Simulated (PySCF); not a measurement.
Dipole response of Al (aluminium, neutral)

[Ne] 3s1 3p2, high-spin 4P determinant (an excited configuration). Calculation: PySCF 2.14, in aug-cc-pwCVDZ; the non-relativistic Hamiltonian (point nucleus). Coupled (time-dependent) response in atomic units; α is the mean over directions. A double-zeta set is small for polarisabilities.

```tsv
method	mean α (bohr³)	α xx, yy, zz	C₆ (like pair)	S(−4)
UHF	56.91	49.55, 60.60, 60.60	516.6	1383
PBE	63.17	51.45, 69.03, 69.03	584.6	1935
PBE0	60.50	50.45, 65.52, 65.52	554.1	1692
revPBE	63.41	51.60, 69.31, 69.31	588.4	1948
r2SCAN0	59.55	50.42, 64.12, 64.12	553.5	1550
```

S(−4) is the Cauchy moment in α(ω) = α(0) + S(−4) ω² + …

α(iu) at PBE0:

| u (hartree) | α(iu) (bohr³) |
| --- | --- |
| 0 | 60.50 |
| 0.0500 | 56.60 |
| 0.100 | 47.80 |
| 0.200 | 30.35 |
| 0.300 | 19.31 |
| 0.500 | 9.194 |
| 0.750 | 4.690 |
| 1.00 | 2.861 |
| 1.50 | 1.442 |
| 2.00 | 0.9087 |
| 3.00 | 0.4955 |
| 5.00 | 0.2396 |

A single London oscillator, α(iu) = α/(1 + u²/ω²), gives C₆ = (3/4) ω α². Matching the computed C₆ needs ω = 4 × 554.1 / (3 × 60.50²) = 0.202 hartree.

The components differ because the open shell of this determinant is not spherical; for a pure term their mean is the scalar polarisability.
